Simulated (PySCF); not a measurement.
A structure optimised at PBE-D3(BJ)/def2-SVP, used in a PySCF frequency run:

```
C
F 1 1.3412
F 1 1.3412 2 109.54
F 1 1.3437 2 108.92 3 119.03
C 1 1.5622 2 108.39 4 122.88
O 5 1.1852 1 125.32 2 -120.59
```
Charge 0, spin multiplicity 2.

Q: Write its SMILES, formula and point group.

A: O=[C]C(F)(F)F, C2F3O, Cs

Q: What are its rotational constants (standard atomic weights)?

A: 5.5297, 2.9514, 2.9481 GHz
